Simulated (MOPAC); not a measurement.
MOPAC input (PM7):

```
PM7 PRECISE GNORM=0.05 LET XYZ GEO-OK AUX(PRECISION=9) THREADS=1
F3Sb

Sb    0.00257964 1   -0.00328867 1    0.34540711 1
F    -1.31061602 1   -0.95160558 1   -0.65180333 1
F    -0.18142934 1    1.61584890 1   -0.63579149 1
F     1.47742737 1   -0.64560754 1   -0.66971215 1
```

Output:

```
 *******************************************************************************
 **                                                                           **
 **                              MOPAC v23.2.5                                **
 **                                                                           **
 *******************************************************************************
 ** MOPAC's Digital Object Identifier: https://doi.org/10.5281/zenodo.6511958 **
 **                                                                           **
 ** Please cite the open-source release paper for use of this MOPAC version:  **
 ** J. E. Moussa and J. J. P. Stewart (2026)                                  **
 ** MOPAC: An open-source semiempirical molecular orbital program             **
 ** J. Open Source Softw., 11(119), 8025, https://doi.org/10.21105/joss.08025 **
 *******************************************************************************

                              PM7 CALCULATION RESULTS

 *******************************************************************************
 *  PM7        - The PM7 Hamiltonian to be used
 *  GEO-OK     - OVERRIDE INTERATOMIC DISTANCE AND OTHER SAFETY CHECKS
 *  LET        - OVERRIDE SOME SAFETY CHECKS
 *  PRECISE    - TIGHTER CRITERIA TO BE USED
 *  XYZ        - CARTESIAN COORDINATE SYSTEM TO BE USED
 *  GNORM      - EXIT WHEN GRADIENT NORM DROPS BELOW 0.050
 *  AUX        - OUTPUT AUXILIARY INFORMATION
 *******************************************************************************
PM7 PRECISE GNORM=0.05 LET XYZ GEO-OK AUX(PRECISION=9) THREADS=1
 F3Sb

   ATOM   CHEMICAL          X               Y               Z
  NUMBER   SYMBOL      (ANGSTROMS)     (ANGSTROMS)     (ANGSTROMS)

     1      Sb          0.00257964  *  -0.00328867  *   0.34540711  *
     2       F         -1.31061602  *  -0.95160558  *  -0.65180333  *
     3       F         -0.18142934  *   1.61584890  *  -0.63579149  *
     4       F          1.47742737  *  -0.64560754  *  -0.66971215  *

          CARTESIAN COORDINATES

    NO.       ATOM           X           Y           Z

     1        Sb          0.0026     -0.0033      0.3454
     2         F         -1.3106     -0.9516     -0.6518
     3         F         -0.1814      1.6158     -0.6358
     4         F          1.4774     -0.6456     -0.6697

 General Reference for PM7:
 "Optimization of Parameters for Semiempirical Methods VI: More Modifications to the
 NDDO Approximations and Re-optimization of Parameters", J. J. P. Stewart, J. Mol. Mod., 1:32, 19 (2013)
 https://link.springer.com/article/10.1007/s00894-012-1667-x

           Empirical Formula: Sb F3  =     4 atoms

      MOLECULAR POINT GROUP   :   C3v

      RHF CALCULATION, NO. OF DOUBLY OCCUPIED LEVELS = 13

          Geometry optimization using EF

          DIAGONAL MATRIX USED AS START HESSIAN

 CYCLE:     1  GRAD.:    26.710 HEAT: -183.6097
 CYCLE:     2  GRAD.:    80.234 HEAT: -180.3152
 CYCLE:     3  GRAD.:     4.356 HEAT: -184.0528
 CYCLE:     4  GRAD.:     1.609 HEAT: -184.0812
 CYCLE:     5  GRAD.:     0.852 HEAT: -184.0985
 CYCLE:     6  GRAD.:     0.167 HEAT: -184.0996
 CYCLE:     7  GRAD.:     0.060 HEAT: -184.0997
 CYCLE:     8  GRAD.:     0.004 HEAT: -184.0997

     GRADIENT =  0.00366 IS LESS THAN CUTOFF =  0.05000

 -------------------------------------------------------------------------------
 PM7 PRECISE GNORM=0.05 LET XYZ GEO-OK AUX(PRECISION=9) THREADS=1
 F3Sb

     GEOMETRY OPTIMISED USING EIGENVECTOR FOLLOWING (EF).
     SCF FIELD WAS ACHIEVED

                              PM7 CALCULATION
                                                       MOPAC v23.2.5 Linux

          FINAL HEAT OF FORMATION =       -184.09966 KCAL/MOL =    -770.27296 KJ/MOL

          COSMO AREA              =        103.66 SQUARE ANGSTROMS
          COSMO VOLUME            =         91.59 CUBIC ANGSTROMS

          GRADIENT NORM           =          0.00366          =       0.00183 PER ATOM
          IONIZATION POTENTIAL    =         12.318761 EV
          HOMO LUMO ENERGIES (EV) =        -12.319 -0.800
          NO. OF FILLED LEVELS    =         13
          MOLECULAR WEIGHT        =        178.7452         POINT GROUP:  C3v

          MOLECULAR DIMENSIONS (Angstroms)

            Atom       Atom       Distance
            F     4    F     2     2.87155
            F     3    F     2     2.48683
            F     2   Sb     1     0.97811

          SCF CALCULATIONS        =          9

   ATOM   CHEMICAL          X               Y               Z
  NUMBER   SYMBOL      (ANGSTROMS)     (ANGSTROMS)     (ANGSTROMS)

     1      Sb          0.00249954  *  -0.00318617  *   0.33466501  *
     2       F         -1.34160092  *  -0.97447029  *  -0.64272402  *
     3       F         -0.18556040  *   1.65404163  *  -0.62633097  *
     4       F          1.51274610  *  -0.66119503  *  -0.66105848  *

                             CARTESIAN COORDINATES

   1   Sb        0.002499540    -0.003186172     0.334665012
   2    F       -1.341600924    -0.974470295    -0.642724024
   3    F       -0.185560397     1.654041627    -0.626330966
   4    F        1.512746102    -0.661195026    -0.661058481

           Empirical Formula: Sb F3  =     4 atoms

      MOLECULAR POINT GROUP   :   C3v

                  EIGENVALUES
 -39.96642 -39.57427 -39.57426 -23.02747 -16.20279 -16.20279 -16.15444 -15.58822
 -15.58821 -15.11085 -14.70075 -14.70075 -12.31876  -0.79982  -0.79982  -0.79219
  21.88872  22.12039  22.12039  22.85346  22.85346

              NET ATOMIC CHARGES AND DIPOLE CONTRIBUTIONS

  ATOM NO.   TYPE          CHARGE      No. of ELECS.   s-Pop       p-Pop       d-Pop
    1         Sb           1.593435        3.4066     1.94957     1.25713     0.19986
    2          F          -0.531145        7.5311     1.93956     5.59158
    3          F          -0.531145        7.5311     1.93956     5.59158
    4          F          -0.531145        7.5311     1.93956     5.59158
 DIPOLE           X         Y         Z       TOTAL
 POINT-CHG.     0.056    -0.071     7.485     7.486
 HYBRID        -0.009     0.011    -1.207     1.207
 SUM            0.047    -0.060     6.279     6.279

          ATOMIC ORBITAL ELECTRON POPULATIONS

     Atom    s        px        py        pz      x^2-y^2     xz        z^2       yz        xy
    1 Sb   1.94957   0.37166   0.37167   0.51380   0.04546   0.03799   0.03329   0.03778   0.04534
    2  F   1.93956   1.81816   1.88167   1.89175
    3  F   1.93956   1.94878   1.74887   1.89394
    4  F   1.93956   1.78296   1.91936   1.88926

 **********************
 *                    *
 * JOB ENDED NORMALLY *
 *                    *
 **********************

 == MOPAC DONE ==
```

The geometry given is a B3LYP-D3(BJ)/def2-TZVP minimum.
